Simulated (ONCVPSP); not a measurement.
ruthenium (Ru): one change to an ONCV potential, before and after

| Property | Result |
| --- | --- |
| Element | Ru (Z = 44) |
| Generator | ONCVPSP 4.0.1 |
| Type | optimised norm-conserving Vanderbilt (ONCV) |
| Functional | LDA (Perdew-Zunger) |
| Relativity | scalar-relativistic |
| Frozen core | [Ar] 3d10 |
| Valence charge | 16 |
| Reference configuration | 4s2 4p6 4d6 (charge +2) |
| Partial waves | 4s: rc 1.35 bohr, ncon 4, nbas 8, qcut 8.8 1/bohr, 2 projectors, debl 3.7 Ha; 4p: rc 1.80 bohr, ncon 4, nbas 8, qcut 6.5 1/bohr, 2 projectors, debl 0.5 Ha; 4d: rc 1.35 bohr, ncon 3, nbas 8, qcut 9.2 1/bohr, local |
| Local potential | the d channel |
| Core correction | Teter function fitted to the true core (icmod 2), fcfact 0.55 |

In the p channel the program set the typed energies aside and used -2.446, 0.250 Ha.

Change: d: qcut 8.2.

Cutoffs: the cutoffs (Ha) at which the residual kinetic energy of the hardest occupied pseudo-wave falls to 1 and 0.1 mHa per electron; they do not see the model core or the augmentation charge, which bear on the density cutoff. Errors are all-electron minus pseudo energies relative to the spin-unpolarised reference configuration.

**Question.** Predict the effect on cutoff, ghosts and configuration errors.

**Answer.** The potential gets neither clearly harder nor softer (30 Ha and 34 Ha → 30 Ha and 34 Ha); of the 4 tests that both files solve, the error grows in 0 and shrinks in 3 by more than 15 % and 0.3 meV (median size 1.8 → 1.3 meV); neither file shows a bound ghost.

| quantity | base | changed |
| --- | --- | --- |
| cutoff, loose | 30 Ha | 30 Ha |
| cutoff, tight | 34 Ha | 34 Ha |
| loose cutoff by channel | s 30 Ha, p 15 Ha, d 27 Ha | s 30 Ha, p 15 Ha, d 26 Ha |
| bound ghosts | none | none |
| GHOST(+) flags under 300 eV | none | none |
| error for 4s2 4p6 4d7 5s1, meV [ΔE -26.05 eV] | +2.0 | +1.3 |
| error for 4s2 4p6 4d7, meV [ΔE -18.44 eV] | +1.6 | +1.5 |
| error for 4s2 4p6 4d5, meV [ΔE 30.85 eV] | +1.5 | +1.0 |
| error for 4s2 4p6 4d6 5s1 5p1, meV [ΔE -20.39 eV] | +2.2 | +1.4 |
| s: phases at 1.37 bohr within 0.05 rad from the reference energy up to (Ha; the scan ends near 5) | to the end of the scan | to the end of the scan |
| p: phases at 1.83 bohr within 0.05 rad from the reference energy up to (Ha; the scan ends near 5) | to the end of the scan | to the end of the scan |
| d: phases at 1.37 bohr within 0.05 rad from the reference energy up to (Ha; the scan ends near 5) | to the end of the scan | to the end of the scan |
| rms error of d²Exc/dni dnj with the model core, mHa | 0.70 | 0.71 |
